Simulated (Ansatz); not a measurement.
Ansatz (a first-principles code) input (PBE0/def2-TZVPD):

Ansatz 0.2 input:
```yaml
crystal:
  periodic: [false, false, false]
  atoms:
    - {symbol: N, position_ang: [-1.69770489, -0.15340781, -0.02199576]}
    - {symbol: Al, position_ang: [0.04373431, 0.00395191, 0.00056663]}
    - {symbol: F, position_ang: [0.75482826, 1.48439465, -0.09768319]}
    - {symbol: F, position_ang: [1.00589014, -1.32529282, 0.12049537]}
    - {symbol: H, position_ang: [-2.33919489, 0.61958411, -0.09336166]}
    - {symbol: H, position_ang: [-2.19188247, -1.02902079, 0.03465623]}
basis:
  gaussian:
    orbitals: def2-TZVPD
hamiltonian:
  xc: {name: PBE0}
output: {forces: true}
```

Output:

```
Functional definition: PBE0
integrals: 0.08 GiB planned
969 factors; their error is unknown
0.27 GiB of the device are held for the grids
0.95 GiB of device memory are held for the factors and their scratch space
mean field: 0.65 GiB planned
mean field evaluation 1: about -13541.9730 eV, gradient 7.8e1 eV
mean field evaluation 2: about -13527.4484 eV, gradient 1.1e2 eV
mean field evaluation 4: about -13551.9229 eV, gradient 2.2e0 eV
mean field evaluation 8: about -13551.9355 eV, gradient 1.5e-2 eV
mean field evaluation 16: about -13551.9664 eV, gradient 2.4e-5 eV
mean field -13551.96639534 eV, -498.0255791760 hartree, gradient 1.6e-5 eV, S^2 0.000000; 0 other end points of the search recorded, 0 dependent functions left out
the calculation of the forces begins
reference -13551.96643609 eV, -498.0255806735 hartree; 20, 20 occupied and 158, 158 virtual orbitals, 969 factors
Total energy: -13551.96643609 eV, -498.0255806735 hartree
Atom 0 at    -1.697705    -0.153408    -0.021996 Å, force     0.081503     0.007365     0.001056 eV/Å
Atom 1 at     0.043734     0.003952     0.000567 Å, force     0.077307     0.006986     0.001002 eV/Å
Atom 2 at     0.754828     1.484395    -0.097683 Å, force    -0.072842    -0.133185     0.008663 eV/Å
Atom 3 at     1.005890    -1.325293     0.120495 Å, force    -0.095286     0.117993    -0.010841 eV/Å
Atom 4 at    -2.339195     0.619584    -0.093362 Å, force     0.007676    -0.033332     0.002681 eV/Å
Atom 5 at    -2.191882    -1.029021     0.034656 Å, force     0.001643     0.034174    -0.002561 eV/Å
Dipole moment:    -0.527984    -0.047710    -0.006841 e Å
```
